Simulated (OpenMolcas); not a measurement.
## S5+: effect of the basis set

```
Program             : OpenMolcas
Method              : CASSCF
Active space        : 1 electron in 4 orbitals (3s 3p)
State averaging     : 2S+1 = 2 even, 1 root; 2S+1 = 2 odd, 3 roots
Spin-orbit coupling : RASSI with atomic mean-field integrals over the reference wave functions, term energies averaged over their components
```

A. ANO-RCC-VDZP [4s3p1d], DKH2, point nucleus; cost about 4 core-seconds
B. ANO-L-VTZP [5s4p2d1f], non-relativistic, point nucleus; cost roughly 7 core-seconds
C. ANO-RCC-VTZP [5s4p2d1f], DKH2, point nucleus; cost of the order of 6 core-seconds
D. ANO-R2 [5s4p3d1f], X2C, finite nucleus; cost of the order of 6 core-seconds
E. ANO-RCC-VQZP [6s5p3d2f1g], DKH2, point nucleus; cost roughly 5 core-seconds
F. ANO-R3 [6s5p4d3f1g], X2C, finite nucleus; cost of the order of 6 core-seconds

Energies in cm-1 above 3s 2S 1/2, the measured ground level; measured values from NIST levels in Podobedova, Kelleher and Wiese, J. Phys. Chem. Ref. Data 38, 171 (2009).

| Level | A | B | C | D | E | F | Measured |
| --- | --- | --- | --- | --- | --- | --- | --- |
| 3s 2S 1/2 | 0.0 | 0.0 | 0.0 | 0.0 | 0.0 | 0.0 | 0.0 |
| 3p 2P* 1/2 | 112659 | 104340 | 105736 | 108081 | 105732 | 105901 | 105874 |
| 3p 2P* 3/2 | 113455 | 105403 | 106808 | 109183 | 106839 | 107017 | 107138 |

Deviations, from unrounded energies. A percentage is the sum of absolute deviations over the sum of measured energies, with the sign that they share, or ± where signs differ.

```tsv
Against measurement	Levels	A	B	C	D	E	F
mean absolute deviation (cm-1)	2	6600	1600	230	2100	220	74
other configurations (%)	2	+6.2	-1.5	-0.2	+2.0	-0.2	±0.1
```

F lies closest to measurement on these levels and A furthest from it. The largest miss of F in the table is 3p 2P* 3/2, by -120 cm-1. The ranking rests on the paired levels alone, and a cruder setting can come out closer through cancelling errors.

Among A to F the level of the table that moves most is 3p 2P* 1/2, by 8300 cm-1 (lowest in B, highest in A).

With one active electron the reference holds no correlation, so core polarisation is missing. The basis is small and was not contracted for so high a charge (holds for A). Measured partners are found by configuration, term and J. A level has none where our copy of the source lacks it or the pairing is in doubt (some pairs that miss far off the trend of their configuration count as doubtful), and it then counts in no deviation. Only configurations of the active space appear.

* marks odd parity.
